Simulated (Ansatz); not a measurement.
Cost and result for the atomization energy of C₂H₈BGeN (`B[N]([GeH3])C=C`) (13 atoms, 12 bonds).

| atom | x (Å) | y (Å) | z (Å) |
| --- | --- | --- | --- |
| B1 | 1.808 | 0.684 | 0.288 |
| N2 | 0.510 | 0.191 | 0.093 |
| Ge3 | -0.251 | 0.159 | -1.620 |
| C4 | -0.243 | -0.286 | 1.169 |
| C5 | -1.478 | -0.777 | 1.118 |
| H6 | 2.264 | 0.690 | 1.396 |
| H7 | 2.432 | 1.087 | -0.649 |
| H8 | -0.597 | -1.294 | -1.975 |
| H9 | 0.807 | 0.737 | -2.559 |
| H10 | -1.527 | 1.013 | -1.604 |
| H11 | 0.281 | -0.228 | 2.119 |
| H12 | -2.048 | -0.859 | 0.200 |
| H13 | -1.959 | -1.117 | 2.025 |

Charge 0, multiplicity 1. Correlated methods include outer-core shells of Ge, which these sets cover unevenly. Scalar relativity is left out up to krypton. All single points use the PBE0-D4/def2-TZVP geometry. It is one conformer, not always the lowest. Program: Ansatz. All runs use 2 threads of an AMD EPYC 7R13 on a shared host and a share of an NVIDIA H100 80 GB. Times are those of one run each, without the atoms' runs, and a repeat can differ threefold. Electronic energies, without spin–orbit coupling; frozen cores. CCSD(T)/CBS adds CCSD(T) − MP2 in def2-TZVPP to the MP2 limit, and its time is that of the two runs behind it. T1 = 0.013. With those shells the extrapolation isn't a true limit. B3LYP takes the VWN-RPA correlation (the form of Gaussian; ORCA's B3LYP/G).

CCSD(T)/CBS is a level of theory with its own doubt, some kJ/mol a heavy atom from the limit and from the frozen cores, so smaller differences don't rank the functionals.

```tsv
level	functions	wall time	atomization (kJ/mol)	difference from CCSD(T)/CBS	per bond
B2PLYP/def2-TZVPP	284	7 s	4672.2	-34.3	-2.9
PBE0-D4/def2-TZVPP	284	9 s	4720.8	14.3	1.2
r2SCAN-D4/def2-TZVPP (with forces)	284	9 s	4721.0	14.5	1.2
PBE-D4/def2-TZVPP (with forces)	284	9.5 s	4789.1	82.6	6.9
B3LYP-D4/def2-TZVPP (with forces)	284	11 s	4728.2	21.7	1.8
ωB97M-V/def2-TZVPP (with forces)	284	11 s	4717.4	10.9	0.9
CCSD(T)/def2-TZVPP	284	11 s	4604.5	-102.0	-8.5
ωB97X-V/def2-TZVPP	284	12 s	4726.8	20.3	1.7
MP2/def2-QZVPP	557	14 s	4707.1	0.6	0.0
CCSD(T)/CBS(def2)	–	25 s	4706.5	0.0	0.0
```

From PBE to PBE0 (25 % exact exchange), in def2-TZVPP and without D4, the atomization energy moves by −63.9 kJ/mol: exact exchange takes away binding that semilocal exchange gives to molecules. In def2-TZVPP, CCSD(T) changes the Hartree–Fock value by +1133.9 kJ/mol (the triples alone add +67.5 kJ/mol) and MP2 by +1176.4 kJ/mol; breaking electron pairs costs correlation energy, which Hartree–Fock lacks. The D4 term adds +45.9 kJ/mol with B3LYP and +24.1 kJ/mol with PBE0; it sums over pairs of atoms, weighted by their polarisabilities, and B3LYP, whose exchange is more repulsive, gets the larger term.
